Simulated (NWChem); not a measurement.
Molecule: MoH2S3O; SMILES [S]=[Mo]([SH])(=[S])[OH]

```xyz
7

Mo    -0.0202    -0.0977    -0.1964
S      1.3010    -1.4774     0.6830
S     -1.9375    -0.2509     0.6421
O     -0.0376    -0.3438    -2.0355
H     -0.8131    -0.1621    -2.5832
S      0.6368     2.0517     0.3605
H      1.9589     1.8395     0.1494
```
Atoms are numbered in this order, from 1.

Program: NWChem. All runs use the structure optimised with PBE0/def2-SVP (def2 core potentials past Kr). No frequency run checked for a minimum.

**Question.** What does the run give for Hartree-Fock/STO-3G, non-relativistic? Quantities: highest occupied level (eV); orbital gap (eV); dipole (D).

**Answer.** 
```
Property                     Result
---------------------------  ------
highest occupied level (eV)   -6.19
orbital gap (eV)              10.25
dipole (D)                     1.88
```
